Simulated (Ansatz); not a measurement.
Born–Oppenheimer molecular dynamics of Cl2GeH2 (5 atoms, charge 0, multiplicity 1). It goes on from the last frame of an earlier run, with new velocities.

Theory: Ansatz, RHF/def2-SVP.

| Property | Result |
| --- | --- |
| ensemble | NVT, Langevin thermostat |
| time step | 1 fs |
| steps asked | 250 |
| set temperature | 100 K |
| friction | 0.001 /fs |
| seed | 873421 |

First frame:

```xyz
5
Properties=species:S:1:pos:R:3
Ge 0.011 -0.003 0.013
Cl -0.051 0.004 2.136
Cl 2.006 0.003 -0.762
H -0.668 1.264 -0.476
H -0.721 -1.250 -0.520
```

Task: How far do the bonds stretch over the last three quarters of this one trajectory? (Pairs bonded in most of those frames.)

Result: 
```json
{"bond": "Ge1–Cl2", "mean (Å)": "2.154", "spread (Å)": "0.031", "shortest": "2.11", "longest": "2.21"}
{"bond": "Ge1–Cl3", "mean (Å)": "2.152", "spread (Å)": "0.017", "shortest": "2.13", "longest": "2.18"}
{"bond": "Ge1–H4", "mean (Å)": "1.520", "spread (Å)": "0.016", "shortest": "1.49", "longest": "1.55"}
{"bond": "Ge1–H5", "mean (Å)": "1.520", "spread (Å)": "0.022", "shortest": "1.48", "longest": "1.55"}
```

Mean temperature of the second half: 93 K. A run of 0.25 ps of so small a system gives no equilibrium averages.

The run took 5 min on 1 thread of Arm Neoverse V2, on a shared host, peak memory 0.15 GiB.
